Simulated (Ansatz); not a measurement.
An input meant for the cluster Au2S⁺ (charge 1, doublet).

```yaml
crystal:
  periodic: [false, false, false]
  atoms:
    - {symbol: Au, position_ang: [-0.611117, -1.536639, 0.367011]}
    - {symbol: Au, position_ang: [1.402107, 0.878265, -0.363571]}
    - {symbol: S, position_ang: [-0.790979, 0.658374, -0.003430]}
basis:
  gaussian: {orbitals: def2-mTZVP, fitting: {mean_field: cc-pVTZ-jkfit}, nuclear_model: gaussian}
total_charge: 1
magnetization: {spin_polarized: true, initial_magnetization: 1}
hamiltonian: {xc: {name: SVWN5}}
multiplicity: 3
output: {forces: true}
```

```sh
$ ansatz run in.yaml --threads 4 --pin off --events-out ev --progress --plain --max-ram 3916MiB
```

Output, abridged:

```
Error: YAML parse error: error: line 12 column 1: unknown field `multiplicity`, expected one of crystal, accuracy, basis, kpoints, hamiltonian, magnetization, projection, total_charge, correlation, batch, efield, external_charges, scf, relax, neb, saddle, md, ramp, phonons, dielectric, real_time, elastic, magnetic_configurations, gw, evaluate, workflow, output, checkpoint, execution
10 | magnetization: {spin_polarized: true, initial_magnetization: 1}
11 | hamiltonian: {xc: {name: SVWN5}}
12 | multiplicity: 3
13 | output: {forces: true}
```

In this input the input holds a key that doesn't belong there (the spin goes under magnetization). The input was rejected before any iteration.
